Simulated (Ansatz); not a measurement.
**Setting up SnNH4F (SMILES [NH2][SnH2][F]) in Ansatz**

SnNH4F has 7 atoms, charge 0, and is taken as a singlet. SMILES: `[NH2][SnH2][F]`. The shape is that of a PBE0-D4/def2-TZVP optimisation. This is one conformer, not always the lowest.

```
atom    x (Å)    y (Å)    z (Å)
   N  -0.8246   0.0883  -0.9430
  Sn   0.4977  -0.0651   0.5429
   F   0.2339  -1.8275   1.2724
   H  -1.5842   0.7414  -0.8296
   H  -0.4695   0.1255  -1.8857
   H   0.1131   0.9711   1.8338
   H   2.0949  -0.1018  -0.0366
```

Settings wanted:

```yaml
basis_set: def2-SVP
core_potential: def2-SVP
task: energy
method: DFT
functional: wB97X
dispersion: none
reference: RKS
relativity: none
accuracy: high
start_density: atoms
```

Q: Write the Ansatz 0.2.0 input and the command.

A: One that was run (others would do as well):

job.yaml:
```yaml
crystal:
  periodic: [false, false, false]
  atoms:
    - {symbol: N, position_ang: [-0.824600, 0.088300, -0.943000]}
    - {symbol: Sn, position_ang: [0.497700, -0.065100, 0.542900]}
    - {symbol: F, position_ang: [0.233900, -1.827500, 1.272400]}
    - {symbol: H, position_ang: [-1.584200, 0.741400, -0.829600]}
    - {symbol: H, position_ang: [-0.469500, 0.125500, -1.885700]}
    - {symbol: H, position_ang: [0.113100, 0.971100, 1.833800]}
    - {symbol: H, position_ang: [2.094900, -0.101800, -0.036600]}
basis:
  gaussian:
    orbitals: def2-SVP
hamiltonian:
  xc: {name: wB97X}
accuracy: high
output: {orbitals: {seedname: orbitals}}
```

```bash
$ ansatz run job.yaml --threads 1 --pin off --max-ram 3480MiB --events-out events.jsonl --progress --plain --runs-dir runs
```

Calculated total energy: -371.18620 Eh.
